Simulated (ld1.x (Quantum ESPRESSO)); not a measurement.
# Transferability test, PAW potential for As

arsenic, PAW, made with ld1.x (Quantum ESPRESSO) 7.5 (Wu–Cohen, scalar-relativistic). Core [Ar] 3d10, reference 4s2 4p1.5 (charge +1.5). Waves: 4s (bound): rcut 1.35, rcutus 1.65 bohr; 4s channel at -1.15 Ry: rcut 1.35, rcutus 1.65 bohr; 4p (bound): rcut 1.60, rcutus 2.00 bohr; 4p channel at -0.55 Ry: rcut 1.60, rcutus 2.00 bohr; 4d channel at -0.15 Ry: rcut 1.20, rcutus 1.55 bohr; 4d channel at 1.95 Ry: rcut 1.20, rcutus 1.55 bohr. Local part: all-electron potential smoothed inside 1.15 bohr (lloc = -1). Core correction: Bessel-smoothed model core, default radius (core density twice the valence density). Augmentation charge: PSQ, inside the norm-conserving radii.

Energies are relative to the spin-unpolarised reference configuration 4s2 4p1.5; without spin polarisation the order of configurations can differ from experiment.

```csv
valence configuration,charge,ΔE all-electron (eV),error AE − PS (meV)
4s2 4p3,0,-16.985,-9.5
4s2 4p2,+1,-7.816,-1.4
4s2 4p1,+2,10.159,-5.9
4s0 4p5,0,2.139,-3.8
4s1 4p4,0,-7.535,0.0
4s1 4p0,+4,88.657,-360
```

Q: What are ΔE and the potential's error for 4s2 4p2.5?

A: ΔE = -13.425 eV all-electron; the error (AE − PS) is -5.5 meV.

Levels in the configuration 4s2 4p2:

```tsv
level	all-electron (eV)	pseudo (eV)
4s	-23.432	-23.415
4p	-13.378	-13.369
```

Note: ghost state, extra bound levels that the all-electron valence spectrum of the same l lacks: d at -49.2 eV. A true bound ghost makes a file unfit for plane-wave use.
